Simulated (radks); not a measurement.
Values are calculated unless marked as measured or tabulated.
Q: All-electron atom: Lu IV in [Xe] 4f13 6p1 (not the ground configuration). Code: a radial shooting solver on a logarithmic mesh with Libxc functionals. Model: scalar-relativistic Kohn-Sham, BLYP, spin-unpolarised, spherical densities, finite nucleus; Fermi nuclear charge, rms radius 5.37 fm. Some entries of the table are withheld. Estimate them.

| orbital | occ. | eigenvalue (hartree) | <r> (bohr) | r(max) (bohr) |
|---|---|---|---|---|
| 1s | 2 | (1) | 0.01932 | 0.01214 |
| 2s | 2 | -397.0492 | 0.08184 | 0.06931 |
| 2p | 6 | -349.5550 | 0.07291 | 0.05660 |
| 3s | 2 | (2) | 0.2127 | (3) |
| 3p | 6 | -76.87572 | 0.2123 | 0.1931 |
| 3d | 10 | -59.73585 | 0.1925 | 0.1574 |
| 4s | 2 | -19.31217 | 0.4775 | 0.4459 |
| 4p | 6 | -14.62658 | 0.5071 | 0.4668 |
| 4d | 10 | (4) | 0.5457 | 0.4802 |
| 5s | 2 | -3.54674 | 1.145 | 1.031 |
| 5p | 6 | -2.41189 | 1.331 | 1.170 |
| 4f | 13 | -1.77474 | 0.6845 | 0.4650 |
| 6p | 1 | -0.77466 | 3.275 | 3.020 |

A: 
(1) 1s eigenvalue (hartree): -2325.188
(2) 3s eigenvalue (hartree): -91.13256
(3) 3s r(max) (bohr): 0.1958
(4) 4d eigenvalue (hartree): -8.50958
